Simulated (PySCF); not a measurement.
Species: C₃H₁₃AlBN.
Z-matrix (Å and degrees, GFN2-xTB geometry), rows numbered from 1:
```
C 
B   1  1.5756
C   2  1.5767  1  122.34
N   2  1.4343  1  119.06  3  -176.23
C   4  1.4566  2  124.80  1   -28.16
Al  4  2.1280  2  106.93  1    86.36
H   1  1.0864  2  113.34  3     1.12
H   1  1.0923  2  108.01  3   120.29
H   1  1.0891  2  113.40  3  -121.70
H   3  1.0887  2  113.25  1  -172.12
H   3  1.0883  2  110.92  1   -51.09
H   3  1.0901  2  111.16  1    66.45
H   4  1.0179  2  114.31  1  -168.28
H   5  1.0929  4  111.26  2   -88.04
H   5  1.0865  4  109.74  2    32.94
H   5  1.0974  4  109.52  2   151.35
H   6  1.5710  4  100.22  2   -83.52
H   6  1.5639  4  101.32  2    38.24
H   6  1.5812  4   93.03  2   157.88
```

The closed-shell SCF was solved with PySCF and density fitting under several settings on one GFN2-xTB geometry (grid level 2 and gas phase unless stated).

| settings | basis functions | SCF cycles | E (Eh) | HOMO (eV) | LUMO (eV) | dipole (D) |
| --- | --- | --- | --- | --- | --- | --- |
| PBE0/pcSseg-1 | 174 | 12 | -443.8098 | -7.60 | -0.45 | 4.15 |
| PBE0/def2-SVPD | 228 | 12 | -443.6356 | -7.58 | -0.47 | 4.03 |
| HF/MINI, IEF-PCM acetonitrile, grid level 1 | 47 | 9 | -439.2739 | -11.95 | 2.62 | 4.94 |
| HCTH407/3-21G, grid level 1 | 84 | 10 | -441.8177 | -6.37 | -1.05 | 4.31 |
| PBE0/pcSseg-0, energy threshold 1e-11 Eh, fitting basis def2-universal-jkfit | 84 | 10 | -443.1206 | -7.78 | -0.44 | 4.50 |
| B3LYP/STO-3G | 47 | 11 | -438.8674 | -4.52 | 2.13 | 3.80 |
| PBE0/3-21G, start guess atom | 84 | 9 | -441.4148 | -7.51 | -0.08 | 4.33 |

**Question.** Estimate the row for these settings: PBE0/def2-SVP, IEF-PCM chloroform, grid level 4.

**Answer.** 
| settings | basis functions | SCF cycles | E (Eh) | HOMO (eV) | LUMO (eV) | dipole (D) |
| --- | --- | --- | --- | --- | --- | --- |
| PBE0/def2-SVP, IEF-PCM chloroform, grid level 4 | 153 | 12 | -443.6309 | -7.83 | -0.10 | 4.96 |

**Question.** Over all rows, what range does the HOMO–LUMO gap span?

**Answer.** From 5.32 eV (HCTH407/3-21G, grid level 1) to 14.57 eV (HF/MINI, IEF-PCM acetonitrile, grid level 1). The functional of the narrowest has no exact exchange, that of the widest 100 % exact exchange.

**Question.** Compare two rows with the functional PBE0: PBE0/pcSseg-1 and PBE0/def2-SVPD. Which energy is lower, and by how much?

**Answer.** PBE0/pcSseg-1 (174 functions) lies 0.1742 Eh or 109 kcal/mol below PBE0/def2-SVPD (228 functions). The smaller set gives the lower energy; the two sets aren't nested, so the variational bound doesn't order them by size.

Cycle counts include a coarse-grid stage where the run had one. One conformer (not necessarily the lowest) at the GFN2-xTB geometry, without vibrations or thermal averaging.
